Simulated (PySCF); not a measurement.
C7H9O (cation, charge +1), SMILES C[OH+]c1ccccc1, singlet (GFN2-xTB optimised geometry):

```
17

C     -1.379    -2.174     1.264
O     -1.323    -1.503    -0.025
C     -0.642    -0.212     0.000
C      0.740    -0.212     0.000
C      1.393     1.011     0.000
C      0.666     2.191     0.002
C     -0.720     2.163    -0.001
C     -1.391     0.949     0.000
H     -1.864    -3.138     1.117
H     -0.355    -2.331     1.601
H     -1.920    -1.581     2.002
H     -2.237    -1.354    -0.348
H      1.291    -1.138    -0.015
H      2.471     1.036    -0.005
H      1.181     3.138     0.001
H     -1.284     3.081    -0.004
H     -2.471     0.921    -0.007
```

Method: PBE0/def2-SVP (PySCF).

### Question
What are the frontier orbital energies?

### Answer
HOMO-2 -14.41 eV, HOMO-1 -12.04 eV, HOMO -11.95 eV, LUMO -4.83 eV, LUMO+1 -4.76 eV.

Meta-Löwdin charges at PBE0/def2-SVP: C1 -0.09, O2 -0.17, C3 0.15, C4 -0.11, C5 -0.07, C6 -0.07, C7 -0.07, C8 -0.13, H9 0.16, H10 0.16, H11 0.15, H12 0.40, H13 0.14, H14 0.14, H15 0.14, H16 0.14, H17 0.13.
